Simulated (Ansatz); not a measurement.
How methods differ on InH2Cl (SMILES [H][In]([H])[Cl])

The species is InH2Cl (4 atoms), meant as a singlet with charge 0. SMILES: `[H][In]([H])[Cl]`. Geometry: a GFN2-xTB relaxation, a rough one for these elements and not checked as a minimum.

```xyz
4

In    0.0702    0.1178   -0.0004
H     1.7830    0.1014    0.0114
H    -0.7551    1.6185   -0.0199
Cl   -1.0981   -1.8377    0.0089
```

Quantity: the energy change with the In1–H2 bond stretched from 1.713 to 3.426 Å, in eV. The values are calculated.

```
                        level                    kind  program  value (eV)  less FCI/STO-3G  CPU time (all runs)
    SVWN5/STO-3G (restricted)                     LDA   Ansatz        5.49            +1.34                  3 s
     BLYP/STO-3G (restricted)                     GGA   Ansatz        5.15            +1.00                4.2 s
   revPBE/STO-3G (restricted)                     GGA   Ansatz        5.15            +1.00                4.6 s
  r2SCAN0/STO-3G (restricted)         hybrid meta-GGA   Ansatz        6.12            +1.97                 11 s
CAM-B3LYP/STO-3G (restricted)  range-separated hybrid   Ansatz        6.31            +2.16                5.2 s
   B2PLYP/STO-3G (restricted)           double hybrid   Ansatz        5.67            +1.52                6.5 s
  RPA@PBE/STO-3G (restricted)                     RPA   Ansatz        4.89            +0.74                8.7 s
      MP2/STO-3G (restricted)     perturbation theory   Ansatz        5.73            +1.58                1.8 s
    CCSDT/STO-3G (restricted)   coupled cluster or CI   Ansatz        4.16            +0.01                2.2 s
                   FCI/STO-3G      exact in the basis   Ansatz        4.15             0.00                 14 s
```

FCI/STO-3G is exact within its basis and frozen core, so for wave-function methods in that basis the difference is their error; functionals converge differently with the basis, so for them it is only a difference. All-electron rows without a relativistic Hamiltonian named are non-relativistic. The first shape isn't each level's own minimum. The values span 4.15 to 6.31 eV. All rows use very small basis sets, so none should be taken for the real molecule's value. In the correlated wave-function rows the outer d shell of In is correlated, in sets not made for it. Times are those of the runs behind each value, whatever else they computed, on shared processors of several kinds: orders of magnitude only.
